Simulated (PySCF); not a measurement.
# Be (beryllium, neutral) across methods

[He] 2p2, high-spin 3P determinant (an excited configuration). Calculation: PySCF 2.14, in aug-pcseg-2; no relativity, point nucleus.

| method | E (hartree) | mean ε 1s α (eV) | mean ε 1s β (eV) | mean ε 2p α (eV) | Σ⟨r²⟩ (bohr²) | ⟨S²⟩ |
| --- | --- | --- | --- | --- | --- | --- |
| LDA | -14.2243 | -106.44 | -105.99 | -3.448 | 22.23 | 2.000 |
| wB97M-V | -14.4160 | -116.72 | -116.32 | -5.752 | 22.44 | 2.000 |
| PBE0 | -14.4034 | -113.94 | -113.46 | -4.196 | 22.25 | 2.000 |
| BP86 | -14.4346 | -108.44 | -108.04 | -3.553 | 22.15 | 2.000 |
| UHF | -14.33018 | -130.83 | -130.37 | -6.042 | 23.43 | 2.000 |
| r2SCAN | -14.4217 | -110.65 | -110.23 | -3.593 | 22.24 | 2.000 |
| PBEsol | -14.3104 | -107.21 | -106.76 | -3.416 | 22.27 | 2.000 |
| CAM-B3LYP | -14.4047 | -114.92 | -114.52 | -5.110 | 21.83 | 2.000 |
| PBE | -14.4076 | -108.11 | -107.62 | -3.461 | 22.07 | 2.000 |
